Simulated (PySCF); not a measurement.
Species: hexanal, C6H12O.
Structure used (PBE0-D3(BJ)/def2-SVP), in Å, numbered top down from 1:
```
atom  x, y, z in Å
C1     3.013   -0.054    0.261
C2     1.677    0.486   -0.223
C3     0.481   -0.280    0.326
C4    -0.858    0.264   -0.146
C5    -2.045   -0.503    0.403
C6    -3.385    0.024   -0.022
O7    -3.552    0.988   -0.721
H8     3.087   -0.012    1.360
H9     3.857    0.520   -0.150
H10    3.151   -1.106   -0.036
H11    1.644    0.465   -1.326
H12    1.583    1.550    0.056
H13    0.569   -1.345    0.041
H14    0.516   -0.266    1.431
H15   -0.955    1.326    0.137
H16   -0.904    0.255   -1.248
H17   -2.045   -0.518    1.511
H18   -2.010   -1.572    0.119
H19   -4.263   -0.556    0.369
```

All values: PBE0/pcSseg-1 and PBE0/def2-SVPD (PySCF, non-relativistic), on one gas-phase PBE0-D3(BJ)/def2-SVP geometry that isn't relaxed in the solvent. The solvent is an IEF-PCM continuum (Bondi radii, 1.10 Å for H, scaled by 1.2). The model holds no explicit solvent molecules, cavitation or dispersion.

Gas phase at PBE0/pcSseg-1: HOMO -7.39 eV, LUMO -0.50 eV, dipole 2.64 D.

**Question.** What does the continuum do to the energy, the frontier levels and the dipole at PBE0/pcSseg-1 in benzene and methanol?

**Answer.** 
| solvent | ε | E(solvent) − E(gas) (kcal/mol) | polarisation term (kcal/mol) | distortion of the solute (kcal/mol) | HOMO (eV) | LUMO (eV) | dipole (D) |
| --- | --- | --- | --- | --- | --- | --- | --- |
| benzene | 2.271 | -2.13 | -2.32 | 0.19 | -7.40 | -0.48 | 2.99 |
| methanol | 32.61 | -4.74 | -5.77 | 1.03 | -7.43 | -0.46 | 3.48 |

The first energy column is the sum of the next two and covers electrostatics alone. From benzene to methanol the lowering changes by a factor 2.23, Onsager's factor (ε − 1)/(2ε + 1) by 2.08 and ε itself by 14.4.

**Question.** Which radius a makes the point-dipole formula ΔE = −[(ε − 1)/(2ε + 1)]·μ²/a³ give the value in methanol, with the gas-phase dipole?

**Answer.** μ = 1.039 au and |ΔE| = 0.00755 Eh give a = 2.16 Å; the farthest nucleus lies 4.28 Å from the centroid of the nuclei, so such a sphere wouldn't even hold the nuclei. The formula assumes a rigid point dipole at the centre of a sphere.

**Question.** Give the dipole vector in the frame of the coordinates (D, pointing from negative to positive charge), gas and methanol.

**Answer.** Gas (1.05, -1.95, 1.44), solvent (1.11, -2.66, 1.96). Its length changes by +32 % and its direction by 5°.

**Question.** Which Hirshfeld charges (PBE0/pcSseg-1) respond most in benzene (means over atoms taken as equivalent)?

**Answer.** 
| atoms | environment | gas (e) | solvent (e) | change |
| --- | --- | --- | --- | --- |
| O7 | aldehyde oxygen | -0.221 | -0.241 | -0.020 |
| H19 | formyl hydrogen | +0.039 | +0.045 | +0.006 |
| C6 | aldehyde carbon | +0.137 | +0.141 | +0.004 |
| H17/H18 | methylene hydrogen | +0.051 | +0.056 | +0.005 |
| C5 | sp3 carbon next to a carbonyl | -0.070 | -0.069 | +0.001 |
| H15/H16 | methylene hydrogen | +0.037 | +0.035 | -0.002 |
| H13/H14 | methylene hydrogen | +0.032 | +0.033 | +0.001 |
| C1 | methyl carbon | -0.114 | -0.115 | -0.001 |
| C4 | chain CH2 carbon | -0.068 | -0.069 | -0.001 |
| C3 | chain CH2 carbon | -0.065 | -0.064 | +0.001 |
| C2 | chain CH2 carbon | -0.063 | -0.063 | 0.000 |
| H8/H9/H10 | methyl hydrogen | +0.038 | +0.038 | 0.000 |

**Question.** Which Mayer bond orders change most in benzene?

**Answer.** 
```tsv
bond	length (Å)	gas	solvent	change
C6–O7	1.202	2.037	2.016	-0.021
C5–C6	1.501	0.996	1.006	+0.010
C5–H18	1.107	0.926	0.922	-0.004
C5–H17	1.107	0.924	0.921	-0.003
C3–C4	1.521	1.035	1.037	+0.002
C1–H8	1.102	0.966	0.965	-0.001
C1–H9	1.100	0.967	0.966	-0.001
C1–H10	1.102	0.966	0.965	-0.001
```

**Question.** How do the nuclear quadrupole coupling constants eQVzz/h respond in benzene?

**Answer.** 
| nucleus | Q (barn) | gas (MHz) | solvent (MHz) | η gas | η solvent |
| --- | --- | --- | --- | --- | --- |
| 17O at O7 | -0.0256 | 12.26 | 12.08 | 0.58 | 0.54 |

Gas phase at PBE0/def2-SVPD: HOMO -7.46 eV, LUMO -0.68 eV, dipole 2.73 D.

**Question.** What does the continuum do to the energy, the frontier levels and the dipole at PBE0/def2-SVPD in benzene and methanol?

**Answer.** 
| solvent | ε | E(solvent) − E(gas) (kcal/mol) | polarisation term (kcal/mol) | distortion of the solute (kcal/mol) | HOMO (eV) | LUMO (eV) | dipole (D) |
| --- | --- | --- | --- | --- | --- | --- | --- |
| benzene | 2.271 | -2.23 | -2.45 | 0.22 | -7.48 | -0.65 | 3.11 |
| methanol | 32.61 | -5.01 | -6.23 | 1.22 | -7.53 | -0.64 | 3.67 |

**Question.** How does the static polarisability (PBE0/def2-SVPD, frozen core, with the continuum's full static response) change?

**Answer.** 
```json
{"medium": "gas", "isotropic (au)": "78.2", "principal values (au)": "63.6, 76.9, 94.2", "⟨r²⟩ of the electrons (bohr²)": "1396.2"}
{"medium": "benzene", "isotropic (au)": "88.0", "principal values (au)": "72.8, 88.7, 102.6", "⟨r²⟩ of the electrons (bohr²)": "1396.5"}
{"medium": "methanol", "isotropic (au)": "103.1", "principal values (au)": "89.7, 107.4, 112.3", "⟨r²⟩ of the electrons (bohr²)": "1396.8"}
```

The isotropic value in methanol is 1.32 times the gas-phase one; no cavity-field correction is applied. ⟨r²⟩ is taken about the centre of nuclear charge.
